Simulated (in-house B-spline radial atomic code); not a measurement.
Two electrons outside the [Ar] 3d10 4s2 core: Rb⁵⁺

Computed with a B-spline radial code for spherical atoms: configuration interaction (CI) of the two valence electrons in the field of the frozen Dirac-Fock core, alone and with many-body perturbation theory for the core (screened one- and two-electron correlation potentials), Breit and QED terms; no-pair Dirac Hamiltonian, finite nucleus. Labels give the configuration (outer n counted up each series) and the leading LS term, or the jj pair where no LS term holds 70 %.

The outer s² shell of this core is soft: its mixing with p² is only treated to second order, so levels can be several per cent off.

Excitation energies (cm⁻¹):

| level | purity of the LS term | CI alone | CI + MBPT + Breit + QED | Landé g of the LS mixture |
| --- | --- | --- | --- | --- |
| 4p2 3P0 | 0.959 | 0 | 0 | - |
| 4p2 3P1 | 1.0 | 5173 | 5125 | 1.50 |
| 4p2 3P2 | 0.849 | ? | ? | ? |
| 4p2 1D2 | 0.849 | 24894 | 22503 | 1.08 |
| 4p2 1S0 | 0.959 | ? | ? | ? |

Q: Where does 4p2 3P2 lie?

A: 10100 cm⁻¹ in CI alone and 9698 cm⁻¹ with all corrections; g = 1.43.

Q: Where does 4p2 1S0 lie?

A: 44706 cm⁻¹ in CI alone and 45827 cm⁻¹ with all corrections.

Q: What is the first ionisation energy?

A: 83.734 eV to the 4p1/2 state of the next ion (82.573 eV from CI alone). NIST lists 82.9 ± 2 eV (tabulated theory).
